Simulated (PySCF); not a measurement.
Compound: C7H12.
SMILES with atom numbers: `[CH3:1][C@@H:2]1[C@H:3]2[CH2:4][CH2:5][CH2:6][C@@H:7]12` (hydrogens: H8, H9, H10 on C1; H11 on C2; H12 on C3; H13, H14 on C4; H15, H16 on C5; H17, H18 on C6; H19 on C7)

The closed-shell SCF was solved with PySCF and density fitting under several settings on one GFN2-xTB geometry (grid level 2 and gas phase unless stated).

```
                                                             settings  basis functions  SCF cycles     E (Eh)  HOMO (eV)  LUMO (eV)  dipole (D)
                                                        PBE0/pcSseg-1              179          12  -273.5789      -7.51       1.61        0.06
                                                       PBE0/def2-SVPD              236          12  -273.4383      -7.51       0.88        0.08
                                                        BLYP/6-311G**              198          14  -273.8424      -6.06       0.74        0.07
         B3LYP/pcSseg-1, grid level 4, fitting basis def2-qzvpp-jkfit              179           9  -273.9163      -7.31       1.28        0.06
OLYP/6-31G*, IEF-PCM acetone, grid level 3, energy threshold 1e-08 Eh              122           9  -273.8156      -5.77       2.27        0.10
```

Problem. Estimate the rows for these settings: (1) mPW1PW91/pcSseg-1, damping 0.3 at the start, DIIS from the seventh cycle; (2) PBE0/6-31G.

Solution. 
| settings | basis functions | SCF cycles | E (Eh) | HOMO (eV) | LUMO (eV) | dipole (D) |
| --- | --- | --- | --- | --- | --- | --- |
| mPW1PW91/pcSseg-1, damping 0.3 at the start, DIIS from the seventh cycle | 179 | 12 | -273.8559 | -7.54 | 1.63 | 0.06 |
| PBE0/6-31G | 87 | 12 | -273.5444 | -7.31 | 3.00 | 0.08 |

Problem. Over all rows, what range does the HOMO–LUMO gap span?

Solution. From 6.80 eV (BLYP/6-311G**) to 10.31 eV (PBE0/6-31G). The functional of the narrowest has no exact exchange, that of the widest 25 % exact exchange.

Problem. Compare two rows with the functional PBE0: PBE0/pcSseg-1 and PBE0/6-31G. Which energy is lower, and by how much?

Solution. PBE0/pcSseg-1 (179 functions) lies 0.0345 Eh or 22 kcal/mol below PBE0/6-31G (87 functions).

Cycle counts include a coarse-grid stage where the run had one. All basis functions are spherical, in the Pople sets too. One conformer (not necessarily the lowest) at the GFN2-xTB geometry, without vibrations or thermal averaging.
